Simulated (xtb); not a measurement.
H₇NO₂Si₂, SMILES N[SiH2]O[SiH2]O. All values are semi-empirical tight-binding results from xtb (GFN2-xTB unless named), good for trends rather than for accurate numbers. Geometry optimised at GFN2-xTB. The structure was generated by enumeration, and PubChem lists no compound with its InChIKey, so it may never have been made. The values are those of a single conformer.

Optimised geometry:

```xyz
12

N      2.1168     1.5924    -0.4263
Si     1.6339    -0.0359    -0.1602
O      0.0210    -0.2099    -0.0465
Si    -1.4277    -0.8713     0.2446
O     -2.5408     0.3004     0.3737
H      1.9355     2.0272    -1.3162
H      2.0094     2.2688     0.3120
H      2.2087    -0.4419     1.1160
H      2.0552    -0.7928    -1.3330
H     -1.4508    -1.4918     1.5570
H     -1.7054    -1.7491    -0.8894
H     -2.5991     1.0089    -0.2620
```

A frequency run showed that this geometry is not a minimum.

Estimate the properties. (Estimate from the structure and the level; the computed values follow.)


The orbital gap is 5.98 eV. The dipole moment is 1.89 D and the static polarisability (D4 model) is 79.5 bohr³. The solvation energy, GFN2-xTB/ALPB(water) comes out as -5.3 kcal/mol and the solvation energy, GFN2-xTB/ALPB(ch2cl2) comes out as -3.5 kcal/mol.

Give the atomic charges and the Wiberg bond orders between heavy atoms. (An estimate is asked for; the answer gives what the named calculation found.)

charges (e) N1 -0.42, Si2 0.53, O3 -0.45, Si4 0.56, O5 -0.48, H6 0.15, H7 0.15, H8 -0.09, H9 -0.09, H10 -0.08, H11 -0.09, H12 0.30. Bond orders N1–Si2 1.12, Si2–O3 1.07, O3–Si4 1.08, Si4–O5 1.17.
